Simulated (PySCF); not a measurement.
C2H6N2OSi, SMILES CN[SiH2]N=C=O.

Geometry: B3LYP-D3(BJ)/def2-SVP. This is a generated structure with no PubChem entry under its InChIKey; it may be hypothetical. The values are those of a single conformer.

Two levels are set side by side: TDA-PBE/def2-SVPD (PySCF) and TDA-CAM-B3LYP/def2-SVPD (PySCF). Vertical, same geometry. The lowest singlet is HOMO→LUMO 98 % with PBE and HOMO→LUMO 82 % with the other functional; states are paired by order. Differences are taken from unrounded values.

```
quantity                              TDA-CAM-B3LYP  TDA-PBE  TDA-PBE minus TDA-CAM-B3LYP
------------------------------------  -------------  -------  ---------------------------
lowest singlet excitation (eV)                 6.30     5.34                        -0.96
lowest triplet excitation (TDA) (eV)           5.97     5.07                        -0.90
```

A lower first singlet is the usual sign of a functional without exact exchange. Differences between two approximate levels are no errors against the true value.

Rough cost on one machine, each run with all the roots and properties that it gave: TDA-CAM-B3LYP against TDA-PBE about 5 times.
